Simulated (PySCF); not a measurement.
CH7BO2Si, SMILES OB(O)C[SiH3].

Geometry: PBE-D3(BJ)/def2-SVP. The structure was generated by enumeration, and PubChem lists no compound with its InChIKey, so it may never have been made. One conformer was computed; it need not be the lowest.

Computed with PBE-D3(BJ)/def2-SVP run with PySCF.

Frequencies are harmonic and unscaled.

```csv
mode,ν (cm⁻¹),IR (km/mol),moving atoms (share of kinetic energy)
1,46,2.7,"O 44 %, H 26 %, C 17 %, Si 11 %"
2,124,2.4,"H 33 %, O 26 %, Si 26 %, C 12 %"
3,163,1.4,"H 76 %, O 13 %"
4,333,4.3,"O 40 %, H 38 %, B 9 %"
5,435,3.1,"O 43 %, H 28 %, C 17 %"
6,469,4.9,"H 85 %, O 14 %"
7,485,17.3,"H 83 %, O 8 %"
8,529,37.1,"H 64 %, B 23 %"
9,564,102.4,"H 74 %, B 24 %"
10,588,15.0,"H 44 %, O 19 %, Si 16 %, B 13 %, C 8 %"
11,736,48.2,"C 44 %, H 35 %, Si 14 %"
12,784,59.6,"H 52 %, C 28 %"
13,792,14.9,"C 30 %, O 29 %, H 27 %, B 12 %"
14,898,194.1,H 91 %
15,913,78.5,H 97 %
16,920,24.8,H 97 %
17,962,99.3,"H 86 %, O 12 %"
18,989,43.7,"H 79 %, O 10 %"
19,996,166.1,"H 76 %, O 19 %"
20,1057,17.1,"H 63 %, C 30 %"
21,1303,307.1,"B 50 %, H 28 %, O 19 %"
22,1355,108.2,"H 70 %, B 14 %, C 12 %"
23,1437,198.7,"B 71 %, O 18 %, H 10 %"
24,2137,99.3,H 97 %
25,2161,105.6,H 97 %
26,2171,98.1,H 96 %
27,2979,2.3,H 95 %
28,3040,5.5,"H 91 %, C 9 %"
29,3763,50.3,H 94 %
30,3786,55.9,H 94 %
```
